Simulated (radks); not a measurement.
Valence configurations of the xenon ion Xe2+ (all share [Kr]). Method: scalar-relativistic Kohn-Sham, r2SCAN, spin-unpolarised, spherical densities, finite nucleus; meta-GGA in the generalised Kohn-Sham scheme; Fermi nuclear charge, rms radius 4.7859 fm; computed with a radial shooting solver on a logarithmic mesh with Libxc functionals. Energies are relative to 4d10 5s2 5p4; eigenvalues in eV.

valence           E (eV)    e(4d)    e(5p)    e(5s)
4d10 5s2 5p4       0.000  -81.993  -26.939  -39.978
4d10 5s1.5 5p4.5   6.525  -82.654  -27.251  -40.324
4d10 5s1 5p5      13.068  -83.307  -27.555  -40.661
4d10 5p6          26.201  -84.595  -28.140        -
4d9.5 5s2 5p4.5   28.190  -85.611  -27.854  -41.238
4d9.5 5s1.5 5p5   34.888  -86.255  -28.157  -41.575
4d9 5s2 5p5       57.732  -89.215  -28.750  -42.472
4d9 5s1 5p6       71.484  -90.467  -29.331  -43.123
4d8.5 5s2 5p5.5   88.628  -92.807  -29.628  -43.683
4d8 5s2 5p6       120.88  -96.389  -30.491  -44.872

NIST lists [Kr] 4d10 5s2 5p4 as the ground configuration; this level of theory agrees among the configurations tried. The energies are those of spherical spin-averaged densities, not of single terms.
